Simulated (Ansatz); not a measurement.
Basis sets compared for Ge17H24, a nanocrystal cut from cubic germanium. Total charge 0; singlet. Geometry r2SCAN-D4/def2-SVP. Ansatz on 11 threads of AMD EPYC 7R13 on a shared host and a whole NVIDIA H100 80GB HBM3; times are rough, and most runs start from earlier orbitals.

```xyz
41

Ge   -4.5000    0.4098   -1.0535
Ge   -1.9169   -1.8111    1.9378
Ge    3.3720   -0.7308   -2.3678
Ge    1.8856   -2.1416    1.0243
Ge   -0.5266   -0.3267   -1.5559
Ge   -1.7167    2.1632    1.2936
Ge    2.1927    1.7714    0.4765
Ge    0.6853    0.3978    3.8861
Ge   -2.7258   -0.2062   -2.5923
Ge    1.1286   -0.7070   -3.3028
Ge   -0.3660   -2.1162    0.0899
Ge   -3.9193    2.3500    0.2825
Ge   -1.5535    0.3751    2.9347
Ge    3.5287   -2.5154   -0.7279
Ge    3.8181    1.4024   -1.2939
Ge    2.3154   -0.0130    2.1274
Ge   -0.0581    1.7958   -0.4516
H    -5.7817    0.7160   -1.8553
H    -4.8085   -0.7803   -0.1265
H    -1.6330   -2.8929    3.0022
H    -3.3795   -1.9771    1.4791
H     4.4037   -0.9683   -3.4947
H     1.9699   -3.2745    2.0745
H    -1.3925    3.4928    2.0165
H     2.4637    3.1255    1.1732
H     0.8040   -0.6843    4.9794
H     0.9645    1.7676    4.5378
H    -3.0593   -1.5550   -3.2628
H    -2.6555    0.8608   -3.7047
H     0.8374   -2.0501   -4.0045
H     1.0108    0.4119   -4.3588
H    -0.6375   -3.4671   -0.6127
H    -4.9901    2.5734    1.3698
H    -3.9175    3.5902   -0.6347
H    -2.5940    0.6147    4.0528
H     3.2656   -3.8750   -1.4072
H     4.9459   -2.5532   -0.1206
H     5.2445    1.4066   -0.7065
H     3.7284    2.5405   -2.3311
H     3.7388   -0.0447    2.7318
H    -0.1720    2.9248   -1.5042
```

Single mean-field runs in def2-SVP, def2-TZVP are fitted with def2-universal-jkfit.

Binding counts from free atoms (Ge triplet, H doublet) in the same basis, without a counterpoise term.

```json
{"level": "PBE-D4/def2-SVP", "functions": "664", "energy (Eh)": "-35314.1318", "HOMO (eV)": "-5.94", "LUMO (eV)": "-1.72", "binding per atom (eV)": "2.90", "wall time": "3.1 s"}
{"level": "PBE0-D4/def2-SVP", "functions": "664", "energy (Eh)": "-35315.0980", "HOMO (eV)": "-6.87", "LUMO (eV)": "-1.04", "binding per atom (eV)": "2.90", "wall time": "4.8 s"}
```

Problem. Estimate the rows for PBE-D4/def2-TZVP, PBE0-D4/def2-TZVP (with forces).

Solution. 
```
                          level  functions  energy (Eh)  HOMO (eV)  LUMO (eV)  binding per atom (eV)  wall time
               PBE-D4/def2-TZVP        960  -35318.5882      -5.97      -1.82                   2.90      4.4 s
PBE0-D4/def2-TZVP (with forces)        960  -35319.5370      -6.86      -1.12                   2.90       11 s
```
